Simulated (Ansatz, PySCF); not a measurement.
Reaction (SMILES): [Cl][Mg][Cl] -> [Mg][Cl] + Cl atom (the Cl-Mg bond at the site shown breaks; other sites are not compared here)
Geometries: B3LYP-D3(BJ)/def2-TZVP minima from Ansatz (a program for electronic structure). A spin state is the lowest found, not a proven ground state.
Geometry of the first species:
```xyz
3

Mg     0.0000     0.0000     0.0000
Cl     0.0000     0.0000    -2.1757
Cl     0.0000     0.0000     2.1757
```
Charge 0, spin multiplicity 1.

Property: bond dissociation energy (enthalpy at 298 K, with B3LYP-D3(BJ) rigid-rotor harmonic-oscillator terms from PySCF), in eV. Cores are frozen in the correlated levels unless marked. UHF or UKS for open shells. Spin-orbit coupling is left out. No relativistic terms. CBS(X,Y): correlation extrapolated as X^-3; Hartree-Fock from the larger set.

```
level                                        program  bond dissociation energy (eV)
------------------------------------  --------------  -----------------------------
BLYP-D3(BJ)/def2-TZVPD                Ansatz + dftd3                           4.57
BLYP-D4/def2-TZVPD                    Ansatz + dftd4                           4.54
r2SCANh/def2-TZVPD                            Ansatz                           4.71
B2PLYP-D3(BJ)/def2-TZVPD              Ansatz + dftd3                              …
CCSD(T)/CBS(def2-TZVPPD,def2-QZVPPD)          Ansatz                           4.86
```

Q: Fill in the missing entries.

A: 
- B2PLYP-D3(BJ)/def2-TZVPD, bond dissociation energy (eV): 4.68
